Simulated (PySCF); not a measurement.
A structure optimised at PBE-D3(BJ)/def2-SVP, used in a PySCF frequency run:

```xyz
11

B      0.1195     0.3851     1.1439
F     -0.9962    -0.1655     1.6406
O      0.6801    -0.0908    -0.0388
C     -0.0933    -0.3317    -1.1521
C      0.6581    -1.1531    -2.1663
O     -1.2152     0.1054    -1.2713
H      0.0390    -1.2952    -3.0682
H      0.9263    -2.1355    -1.7283
H      1.6099    -0.6495    -2.4281
O      0.7908     1.3571     1.8096
H      0.3587     1.5791     2.6540
```
Charge 0, spin multiplicity 1.

**Question.** Write its SMILES and formula.

**Answer.** CC(=O)OB(O)F, C2H4BFO3

**Question.** What are its rotational constants (standard atomic weights)?

**Answer.** 5.3829, 1.6950, 1.4684 GHz
